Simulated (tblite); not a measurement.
C3H10Ge2O2P (charge -1).
SMILES with atom numbers: `[CH3:1][C@@H:2]([GeH3:3])[Ge@H:4]([PH2:5])[C:6](=[O:7])[O-:8]` (hydrogens: H9, H10, H11 on C1; H12 on C2; H13, H14, H15 on Ge3; H16 on Ge4; H17, H18 on P5)
Bond orders are those of one Lewis drawing.

Computed with GFN2-xTB (tblite), gas phase: L-BFGS steps from a force-field or distance-geometry start until the largest atomic force falls under 0.01 eV/Å.

Step 72: E = -715.1552 eV
```
atom  x, y, z in Å  |  force x, y, z in eV/Å
C1     -1.0698   -0.9388   -1.6213   -0.008   0.006  -0.027
C2     -0.7900    0.1749   -0.6291    0.064   0.010  -0.010
Ge3    -1.6494   -0.1892    1.0863    0.011  -0.027   0.038
Ge4     1.2130    0.5483   -0.3004   -0.023  -0.012  -0.016
P5      1.9218   -1.6915    0.0072    0.003  -0.012  -0.028
C6      1.3415    2.5143    1.1950   -0.016   0.025  -0.029
O7      1.7313    3.4092    0.5356    0.026  -0.011   0.001
O8      0.9469    2.1094    2.2279   -0.009  -0.023  -0.005
H9     -0.6664   -0.6831   -2.6008    0.046   0.013  -0.029
H10    -0.5967   -1.8668   -1.3008    0.025   0.023   0.046
H11    -2.1432   -1.1324   -1.7314   -0.049   0.013   0.002
H12    -1.2111    1.1124   -1.0152   -0.008  -0.006   0.019
H13    -3.1360   -0.4976    0.9049   -0.030  -0.015   0.026
H14    -1.1338   -1.4161    1.7896   -0.020   0.032  -0.009
H15    -1.6186    0.9165    2.0988   -0.023  -0.013  -0.004
H16     1.5909    0.5513   -1.8917   -0.017  -0.007  -0.005
H17     2.0126   -1.5715    1.3804    0.008   0.000   0.010
H18     3.2486   -1.3427   -0.1469    0.021   0.002   0.020
```

Step 73: E = -715.1559 eV
```
atom  x, y, z in Å  |  force x, y, z in eV/Å
C1     -1.0679   -0.9384   -1.6198   -0.006   0.007  -0.020
C2     -0.7881    0.1744   -0.6267    0.052   0.011  -0.017
Ge3    -1.6506   -0.1887    1.0876   -0.015  -0.004   0.035
Ge4     1.2133    0.5474   -0.2978   -0.007  -0.026  -0.002
P5      1.9216   -1.6947    0.0029   -0.019  -0.012  -0.026
C6      1.3366    2.5155    1.1945    0.000   0.026  -0.037
O7      1.7392    3.4048    0.5352    0.020  -0.005   0.007
O8      0.9302    2.1169    2.2252   -0.014  -0.025  -0.006
H9     -0.6622   -0.6818   -2.5987    0.029   0.005  -0.015
H10    -0.5940   -1.8659   -1.2981    0.011   0.023   0.035
H11    -2.1423   -1.1305   -1.7289   -0.024   0.008  -0.009
H12    -1.2085    1.1117   -1.0136   -0.013   0.006   0.019
H13    -3.1388   -0.4983    0.9055   -0.007  -0.022   0.021
H14    -1.1317   -1.4109    1.7941   -0.020   0.015  -0.001
H15    -1.6291    0.9188    2.0988   -0.014  -0.014  -0.008
H16     1.5946    0.5526   -1.8879   -0.023  -0.004  -0.007
H17     2.0219   -1.5778    1.3756    0.009   0.000   0.010
H18     3.2469   -1.3485   -0.1599    0.041   0.009   0.019
```

Step 74: E = -715.1566 eV
```
atom  x, y, z in Å  |  force x, y, z in eV/Å
C1     -1.0672   -0.9378   -1.6192    0.000   0.011  -0.004
C2     -0.7854    0.1740   -0.6250    0.009   0.008  -0.012
Ge3    -1.6526   -0.1884    1.0891   -0.022   0.021   0.008
Ge4     1.2136    0.5448   -0.2945    0.013  -0.030   0.013
P5      1.9237   -1.6995   -0.0017   -0.028  -0.006  -0.015
C6      1.3310    2.5165    1.1938    0.002   0.002   0.001
O7      1.7487    3.3991    0.5349    0.013   0.005   0.009
O8      0.9112    2.1255    2.2226   -0.004  -0.010  -0.053
H9     -0.6590   -0.6808   -2.5978    0.008  -0.008   0.005
H10    -0.5927   -1.8646   -1.2947   -0.008   0.024   0.015
H11    -2.1431   -1.1272   -1.7266    0.014   0.004  -0.019
H12    -1.2057    1.1113   -1.0115   -0.011   0.016   0.018
H13    -3.1413   -0.4998    0.9071    0.009  -0.029   0.014
H14    -1.1298   -1.4045    1.7992   -0.017  -0.007   0.011
H15    -1.6403    0.9216    2.0970   -0.005  -0.007  -0.002
H16     1.5980    0.5553   -1.8838   -0.026  -0.004  -0.006
H17     2.0345   -1.5855    1.3708    0.002  -0.001   0.005
H18     3.2476   -1.3536   -0.1716    0.051   0.013   0.013
```

Q: Estimate the geometry and energy of step 75. (The exact step hangs on the optimiser's Hessian estimate; all steps are aligned on step 74, rigid shifts and turns removed.)

A: E = -715.1569 eV, largest force 0.052 eV/Å
```
atom  x, y, z in Å  |  force x, y, z in eV/Å
C1     -1.0676   -0.9372   -1.6194    0.003   0.013   0.005
C2     -0.7840    0.1736   -0.6246   -0.019   0.008  -0.002
Ge3    -1.6537   -0.1880    1.0898   -0.014   0.023  -0.011
Ge4     1.2138    0.5425   -0.2931    0.023  -0.022   0.019
P5      1.9256   -1.7020   -0.0038   -0.012   0.000  -0.006
C6      1.3283    2.5172    1.1935    0.023   0.010  -0.015
O7      1.7534    3.3967    0.5350    0.001  -0.005   0.018
O8      0.9029    2.1291    2.2209   -0.011  -0.012  -0.049
H9     -0.6583   -0.6806   -2.5979    0.002  -0.013   0.012
H10    -0.5937   -1.8637   -1.2931   -0.013   0.019   0.005
H11    -2.1442   -1.1252   -1.7262    0.027   0.003  -0.022
H12    -1.2046    1.1114   -1.0098   -0.008   0.019   0.015
H13    -3.1419   -0.5014    0.9081    0.008  -0.031   0.010
H14    -1.1295   -1.4020    1.8015   -0.016  -0.012   0.016
H15    -1.6449    0.9233    2.0954   -0.002  -0.001   0.004
H16     1.5993    0.5562   -1.8818   -0.027  -0.006  -0.006
H17     2.0410   -1.5893    1.3688   -0.005  -0.002  -0.001
H18     3.2494   -1.3543   -0.1751    0.040   0.010   0.007
```

The energy changes by -0.0003 eV. The first-order estimate −F·Δx gives -0.0004 eV and the mean of the old and new forces, exact on a quadratic surface, -0.0003 eV. The step makes an angle of 79° with the force vector and moves no atom by more than 0.009 Å.

What follows is the cost of the whole relaxation. On one thread of an Intel Xeon at 2.50 GHz, shared host with 64 logical CPUs at a one-minute load of 62, this took 8.2 s wall.
